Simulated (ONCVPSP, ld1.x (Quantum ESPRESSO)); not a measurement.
# Potentials for Sb (Z = 51) compared

Generated with ld1.x 7.5 (TM, RRKJ, ultrasoft, PAW), atompaw 4.2 or ONCVPSP 4.0.1. The cutoff is in Ry: for ld1.x and atompaw files where the sum of valence levels is converged to 10 mRy in a Bessel basis, for ONCV files where the hardest occupied wave has 1 mHa per electron of residual kinetic energy. The error is the largest all-electron minus pseudo excitation energy over each file’s own four to seven test configurations (ionisations up to +4, promotions, holes and added fractions of an electron), all of which were solved. The labels leave out finer settings (local radius, basis sizes, second energies), which also bear on the numbers. Spin-polarised tests are not counted. The rows are a selection from randomly drawn settings: files with unsolved tests, undetermined cutoffs or missed reference levels are left out.

A true bound ghost makes a file unfit for plane-wave use even where its test errors are small: the radial tests pick states by their node count and pass the ghost by.

```csv
potential,cutoff (Ry),largest error (meV),bound ghosts
"RRKJ, LDA (PZ), scalar-relativistic, rc 1.55/1.95 (sp), local s, core correction no, reference 5s2 5p1",50,+364,none
"ONCV, PBE, scalar-relativistic, rc 1.65/2.50/1.55 (spd), local smoothed, core correction yes, reference 4d10 5s1 5p4, qcut 3.4/3.5/9.2, projectors 1/2/1",67,-216,"s, p"
"ONCV, LDA (Perdew-Wang 92), scalar-relativistic, rc 1.25/1.10/1.10 (spd), local smoothed, core correction yes, reference 4s2 4p6 4d10 5s2 5p3, qcut 9.1/16/9.4, projectors 2/2/2",145,-9.2,none
"TM, LDA (PZ), scalar-relativistic, rc 1.60/2.15/0.90 (spd), local s, core correction no, reference 4d10 5s2 5p3",140,-282,none
"TM, PW91, scalar-relativistic, rc 1.70/1.65 (sp), local s, core correction yes, reference 5s2 5p3",45,-522,p
```

(1) Fill in the row for Sb: TM, revPBE, fully relativistic, rc 1.85/2.05 (sp), local smoothed, core correction no, reference 5s2 5p1.

(2) Fill in the row for Sb: ONCV, PBEsol, scalar-relativistic, rc 1.25/1.60/1.00 (spd), local smoothed, core correction yes, reference 4s2 4p6 4d10 5s2 5p2.5, qcut 7.8/8.9/11, projectors 2/2/2.

## Answers

(1) cutoff 25 Ry, largest error +59 meV, bound ghosts: d.

(2) cutoff 101 Ry, largest error -327 meV, bound ghosts: none.
